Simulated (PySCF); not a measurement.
System: sum formula HSiO2F2, charge -1, multiplicity 1. It need not be the lowest isomer of its formula. Whether it binds its extra electron was not tested at this geometry. SMILES: [O-][Si](F)(O)F
Coordinates optimised at B3LYP-D3(BJ)/def2-TZVP (Ansatz):
```
Si
O 1 1.5357
F 1 1.6415 2 117.14
F 1 1.6415 2 117.14 3 116.37
O 1 1.6788 2 116.90 3 -121.82
H 5 0.9610 1 111.74 2 -180.00
```
Charge -1, spin multiplicity 1.

Dispersion corrections to the total energy (kcal/mol) from the dftd3 and dftd4 libraries through PySCF: D3(BJ) without and D4 with the three-body term, each with the damping fitted for the functional named.

```tsv
functional	D3(BJ)	D4
HSE06	-1.36	?
r2SCAN	-0.54	-0.70
HF	-19.34	-11.58
PW6B95	-1.07	-2.83
B3LYP	-3.83	-4.96
BHLYP	-3.08	?
TPSSh	?	-3.72
```

Complete the blanks.


- HSE06, D4: -2.33
- BHLYP, D4: -3.61
- TPSSh, D3(BJ): -2.45
